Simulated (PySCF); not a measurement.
## Ionisation energy of Pb⁷¹⁺ by level of theory

Pb⁷¹⁺ [Ne] 3s1 (2S) → Pb⁷²⁺ [Ne] (1S), as a difference of total energies. All numbers are calculated (PySCF 2.14, the spin-free X2C one-electron Hamiltonian (Gaussian nucleus), in an even-tempered Gaussian basis (17 s from 23 bohr⁻², ratio 2.5; 12 p from 30 bohr⁻², ratio 2.5; 4 d from 110 bohr⁻², ratio 2.7; 4 f from 160 bohr⁻², ratio 2.7)). Correlated levels: outer shells: 1s2 frozen; virtual orbitals above 40 to 60 times the deepest correlated orbital energy dropped. The calculations carry no spin-orbit coupling.

```tsv
method	ionisation energy (eV)
UHF	9158.1
MP2 (outer shells)	9158.9
SCS-MP2 (outer shells)	9158.8
CCSD (outer shells)	9158.9
CCSD(T) (outer shells)	9158.9
```

Breit and QED terms and the two-electron picture change are absent.

For comparison: 9150 ± 60 eV (theoretical estimate listed by NIST; NIST Atomic Spectra Database, ionization energies).
